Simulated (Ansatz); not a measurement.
The cluster Ta₂Si: single points at one geometry.

```yaml
crystal:
  periodic: [false, false, false]
  atoms:
    - {symbol: Ta, position_ang: [-0.433225, 0.985389, -0.925874]}
    - {symbol: Ta, position_ang: [0.938965, 0.312046, 1.018278]}
    - {symbol: Si, position_ang: [-0.505741, -1.297435, -0.092404]}
basis:
  gaussian: {orbitals: def2-TZVP, initial_orbitals: start.molden}
magnetization: {spin_polarized: true, initial_magnetization: 4}
hamiltonian: {xc: hf}
scf: {omitted_lower_state_checks: [starts]}
output: {orbitals: {seedname: orbitals}}
```

The file start.molden holds the orbitals of an earlier run on this structure, at another level or in another basis.

```sh
$ ansatz run in.yaml --threads 4 --pin off --events-out ev --progress --plain --max-ram 3916MiB
```

It prints (some lines left out):

```
Functional definition: HF
1376 factors; their error is unknown
mean field evaluation 1: about -10923.9156 eV, gradient 1.5e1 eV
mean field evaluation 2: about -10924.7947 eV, gradient 1.4e0 eV
mean field evaluation 4: about -10924.9221 eV, gradient 5.2e-2 eV
mean field evaluation 8: about -10925.4552 eV, gradient 2.6e-1 eV
mean field evaluation 16: about -10925.4646 eV, gradient 2.2e-5 eV
mean field -10925.46457030 eV, -401.5034174125 hartree, gradient 6.2e-6 eV, S^2 7.057614; 0 other end points of the search recorded, 0 dependent functions left out
reference -10925.46457030 eV, -401.5034174125 hartree; 22, 18 occupied and 95, 99 virtual orbitals, 1376 factors
Total energy: -10925.46457030 eV, -401.5034174125 hartree
Checks for a lower state left out: starts
```

Run time 3.7 s (4 threads of Arm Neoverse V1 on a shared host).

First input, but with `hamiltonian: {xc: {name: BHLYP}, dispersion: d4}` (abridged; 9 s):

```
Functional definition: BHLYP
mean field -10967.79253184 eV, -403.0589413084 hartree, gradient 4.1e-6 eV, S^2 6.056712
Total energy: -10968.14085926 eV, -403.0717421050 hartree
Checks for a lower state left out: starts
```

As the first input, with `hamiltonian: {xc: {text: "exchange = 0.95*pbe_x + 0.05*exact_x\ncorrelation = pbe_c"}}` (abridged; 2.9 s):

```
Functional definition: unnamed
mean field -10973.30271749 eV, -403.2614368959 hartree, gradient 1.4e-5 eV, S^2 6.026853
Total energy: -10973.30274851 eV, -403.2614380360 hartree
Checks for a lower state left out: starts
```

First input, but with `hamiltonian: {xc: {text: "exchange = 0.90*pbe_x + 0.10*exact_x\ncorrelation = pbe_c"}}` (abridged; 2.9 s):

```
Functional definition: unnamed
mean field -10972.81253702 eV, -403.2434230961 hartree, gradient 2.6e-5 eV, S^2 6.030420
Total energy: -10972.81256633 eV, -403.2434241730 hartree
Checks for a lower state left out: starts
```

First input, but with `hamiltonian: {xc: r2scan, dispersion: d4}` (abridged; 7.5 s):

```
Functional definition: r2SCAN
mean field -10976.31784415 eV, -403.3722407570 hartree, gradient 1.5e-5 eV, S^2 6.058621
Total energy: -10976.34049959 eV, -403.3730733291 hartree
Checks for a lower state left out: starts
```

The first input with `hamiltonian: {xc: pbe, dispersion: d4}` (abridged; 2.4 s):

```
Functional definition: PBE
mean field -10973.80107082 eV, -403.2797510433 hartree, gradient 1.8e-5 eV, S^2 6.023787
Total energy: -10973.94612420 eV, -403.2850816565 hartree
Checks for a lower state left out: starts
```

As the first input, with `hamiltonian: {xc: {text: "exchange = 0.85*pbe_x + 0.15*exact_x\ncorrelation = pbe_c"}}` (abridged; 3.1 s):

```
Functional definition: unnamed
mean field -10972.33055523 eV, -403.2257105918 hartree, gradient 2.2e-5 eV, S^2 6.034506
Total energy: -10972.33058282 eV, -403.2257116057 hartree
Checks for a lower state left out: starts
```

Geometry: PBE-D4/def2-TZVP.

In the def2 sets Ta takes a core potential; there is no spin–orbit coupling. At HF/def2-TZVP the charge 0 quintet is spin-contaminated (final ⟨S²⟩ up to 7.06, 6.00 for a pure state). At PBE0-D4/def2-TZVP a broken-symmetry singlet of charge 0 lies 0.24 eV below the quintet, each at its own geometry. The structure comes from a short search, and lower isomers may exist.
